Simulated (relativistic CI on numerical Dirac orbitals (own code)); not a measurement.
Mo⁵⁺: L2,3 absorption edge

Computed with this model: Dirac-Coulomb-Breit CI, separate exchange-only KLI orbitals for each configuration, QED by a radiative potential, valence Slater integrals scaled by 0.7, multiplet model of core-to-valence dipole absorption; configurations [Kr] 4d → [He] 2s2 2p5 3s2 3p6 3d10 4s2 4p6 4d2; 80 K; Lorentzian 2.4 eV and Gaussian 0.5 eV FWHM. Energies are those of the free ion, without screening or charge transfer. The branching ratio is the share of the lower-energy edge in the whole absorption, uncertain by about 0.02 where the edges overlap. S is read from ⟨S²⟩ = S(S + 1).

Field parameters in Wybourne normalisation: D3d B²₀ = −7Dσ, B⁴₀ = −14Dq − 21Dτ, B⁴₃ = −14√(10/7) Dq; D4h B²₀ = −7Ds, B⁴₀ = 21(Dq − Dt), B⁴₄ = 21√(5/14) Dq; Oh B⁴₀ = 21Dq, B⁴₄ = √(5/14) B⁴₀; Td as Oh with Dq negative (B⁴₀ = 21Dq, B⁴₄ = √(5/14) B⁴₀). The field is a parameter set, without covalency.

Computed curve for D3d, 10Dq = 17800, Dσ = 410, Dτ = 490 cm⁻¹, scaled to 100 at the maximum (points under 2 are left out and the grid is thinned):

```json
{"Energy (eV)": "2521.00", "Intensity": "2.1"}
{"Energy (eV)": "2522.00", "Intensity": "2.5"}
{"Energy (eV)": "2523.00", "Intensity": "3.1"}
{"Energy (eV)": "2524.00", "Intensity": "4.0"}
{"Energy (eV)": "2524.75", "Intensity": "5.0"}
{"Energy (eV)": "2525.75", "Intensity": "6.9"}
{"Energy (eV)": "2526.75", "Intensity": "10.4"}
{"Energy (eV)": "2527.75", "Intensity": "17.2"}
{"Energy (eV)": "2528.75", "Intensity": "32.7"}
{"Energy (eV)": "2529.75", "Intensity": "58.7"}
{"Energy (eV)": "2530.50", "Intensity": "73.7"}
{"Energy (eV)": "2531.50", "Intensity": "86.1"}
{"Energy (eV)": "2532.50", "Intensity": "100.0"}
{"Energy (eV)": "2533.50", "Intensity": "85.9"}
{"Energy (eV)": "2534.50", "Intensity": "46.2"}
{"Energy (eV)": "2535.50", "Intensity": "23.2"}
{"Energy (eV)": "2536.50", "Intensity": "13.5"}
{"Energy (eV)": "2537.25", "Intensity": "9.8"}
{"Energy (eV)": "2538.25", "Intensity": "6.8"}
{"Energy (eV)": "2539.25", "Intensity": "4.9"}
{"Energy (eV)": "2540.25", "Intensity": "3.7"}
{"Energy (eV)": "2541.25", "Intensity": "2.9"}
{"Energy (eV)": "2542.25", "Intensity": "2.4"}
{"Energy (eV)": "2543.00", "Intensity": "2.0"}
{"Energy (eV)": "2629.50", "Intensity": "2.5"}
{"Energy (eV)": "2630.50", "Intensity": "3.6"}
{"Energy (eV)": "2631.50", "Intensity": "5.5"}
{"Energy (eV)": "2632.50", "Intensity": "9.4"}
{"Energy (eV)": "2633.50", "Intensity": "18.6"}
{"Energy (eV)": "2634.50", "Intensity": "34.4"}
{"Energy (eV)": "2635.25", "Intensity": "39.9"}
{"Energy (eV)": "2636.25", "Intensity": "39.5"}
{"Energy (eV)": "2637.25", "Intensity": "37.7"}
{"Energy (eV)": "2638.25", "Intensity": "31.3"}
{"Energy (eV)": "2639.25", "Intensity": "17.8"}
{"Energy (eV)": "2640.25", "Intensity": "9.1"}
{"Energy (eV)": "2641.00", "Intensity": "6.1"}
{"Energy (eV)": "2642.00", "Intensity": "4.0"}
{"Energy (eV)": "2643.00", "Intensity": "2.8"}
{"Energy (eV)": "2644.00", "Intensity": "2.1"}
```

The ground state has S = 0.50, and the centroid lies at 2564.38 eV.
